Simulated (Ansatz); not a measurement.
Gas-phase electronic energies from Ansatz, PBE0-D4/def2-TZVP geometries. CCSD(T)/CBS adds triple-zeta CCSD(T) − MP2 to the extrapolated MP2 energy (def2 sets, frozen cores). This one scheme is used for every species. Functionals use def2-TZVPP. B3LYP here is the variant with VWN-RPA as its local correlation; programs differ in this. HSE06 is defined as in plane-wave codes. For Ge, Se outer-core shells are correlated without core-valence functions, which leaves a few kJ/mol of doubt a bond. Scalar relativity is left out up to krypton.

`[AlH2][CH2][SiH3]` + `[GeH3][SeH]` → `[SiH3][Se][GeH3]` + `[CH3][AlH2]`  (ligand exchange at the Si–C bond)

Is it downhill or uphill in electronic energy at CCSD(T)/CBS, and by how much? (Best estimate.)

Computed: Downhill: ΔE = -13.7 kcal/mol.

What do these levels give: PBE0-D4, HSE06-D4, CAM-B3LYP-D4, ωB97X-V, B3LYP, r2SCAN0? (An estimate is asked.)

Computed: PBE0-D4 -13.6, HSE06-D4 -13.6, CAM-B3LYP-D4 -12.5, ωB97X-V -12.8, B3LYP -12.7, r2SCAN0 -13.4 kcal/mol.

Largest T1 diagnostic among the species: 0.010.

At CCSD(T), def2-SVP lies +2.3 kcal/mol from the extrapolated value and def2-TZVPP +1.2 kcal/mol. Leaving LDA and LC-ωPBE aside and taking each functional with its dispersion term where it has one, the values, not all of them listed here, spread over 1.3 kcal/mol, from BHLYP-D4 to B97M-V. LDA lies +0.9 kcal/mol from PBE without D4.
